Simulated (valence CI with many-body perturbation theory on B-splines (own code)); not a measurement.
# Questions on Os68+

Level of theory: valence CI with perturbative core correlation (CI+MBPT): six valence electrons over a frozen Dirac-Fock core [He], a basis of 9 s, 9 p, 8 d, 6 f, 3 g, 1 h functions for each j, with the one-electron correlation potential Σ1, the two-electron term Σ2, the three-electron term Σ3, Breit, model QED; selected CI, second order for the rest, scaled by the run's own slope (own B-spline code, finite nucleus).

The last digits are not significant, and no measured levels were compared; by estimate large intervals hold to a few tenths of a per cent, small ones and those within an open d or f shell to about a per cent. Among the levels kept, up to 2100 cm⁻¹ of a level comes from second order outside the variational space, and about a tenth of that is noise between levels of different J, which matters for small intervals.

Levels are named by their leading jj configuration (3d3/2^4 stands for four electrons in 3d with j = 3/2), which in mixed levels can hold well under half, so a name can repeat and another be missing.

Rates and lifetimes use the calculated energies. Strong lines usually hold to 10 to 20 %, long lifetimes can be off by a factor of two.

Q: What is the ground level?

A: (2s^2 2p1/2^2 2p3/2^2) J=2, composition 68 % 2s2 2p4 3P + 32 % 2s2 2p4 1D, g = 1.303.

Q: How well does LS coupling describe the low levels?

A: Among the lowest 20 levels the leading LS term, summed over configurations, holds 60 % on average. For single configurations the figures are 59 % in LS and 100 % in jj coupling. Terms mix most in the J = 2 level at 680.20 Ry, where the leading one holds 26 %.

Q: What is the ionisation energy?

A: 17274 eV; NIST lists 17270 ± 50 eV (theoretical).

Q: Among levels below 831.94 Ry, which E1 lines absorb most strongly from the ground level?

A: to (2s^2 2p1/2^2 2p3/2 3d5/2) J=3 at 0.1243 nm, f = 0.834; to (2s^2 2p1/2^2 2p3/2 3d5/2) J=2 at 0.1245 nm, f = 0.267; to (2s 2p1/2^2 2p3/2^2 3p1/2) J=3 at 0.1108 nm, f = 0.149.

Q: Where does the other parity begin?

A: At (2s 2p1/2^2 2p3/2^3) J=2, 147.58 Ry.

Q: What are the static dipole polarisabilities of the lowest levels?

A: (2s^2 2p1/2^2 2p3/2^2) J=2 5.18e-05 (tensor 9.2e-07); (2s^2 2p1/2^2 2p3/2^2) J=0 5.06e-05 bohr³, of which the core gives 1.92e-07.

Q: Name the longest-lived excited levels whose lifetime is computed, and their main decay.

A: (2s^2 2p1/2^2 2p3/2^2) J=0 at 4.66 Ry lives 10.8 ms, mostly by E2 to (2s^2 2p1/2^2 2p3/2^2) J=2; (2s^2 2p1/2 2p3/2^3) J=2 at 117.75 Ry lives 54.4 ps, mostly by M1 to (2s^2 2p1/2^2 2p3/2^2) J=2; (2s^2 2p1/2 2p3/2^3) J=1 at 116.37 Ry lives 24.2 ps, mostly by M1 to (2s^2 2p1/2^2 2p3/2^2) J=2.
